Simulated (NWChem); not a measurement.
Species: Si2H4SF2; SMILES F[SiH2]S[SiH2]F

```xyz
9

Si    -0.2948    -1.7515    -0.2914
F      1.1345    -2.5183    -0.2730
S     -0.3286    -0.1969     1.1746
Si     0.6784     1.3241     0.0611
F     -0.3571     2.0795    -0.9331
H     -0.4717    -1.1889    -1.6550
H     -1.3502    -2.7213     0.0888
H      1.7456     0.7324    -0.7863
H      1.1849     2.3109     1.0454
```
Atoms are numbered in this order, from 1.

Program: NWChem. Pople sets run with spherical d functions. All runs use the structure optimised with PBE0/def2-SVP. Level: M06-2X/6-31G* with SMD (1 M gas to 1 M solution), gas-phase geometry. Reactions with the solvent are ignored.

### Question
What does the run give for solvent ethanol? Quantities: solvation free energy (kcal/mol); cavity-dispersion-structure term (kcal/mol); dipole in solution (D).

### Answer
```
Property                                     Result
-------------------------------------------  ------
solvation free energy (kcal/mol)               -3.9
cavity-dispersion-structure term (kcal/mol)    -0.6
dipole in solution (D)                         0.83
```
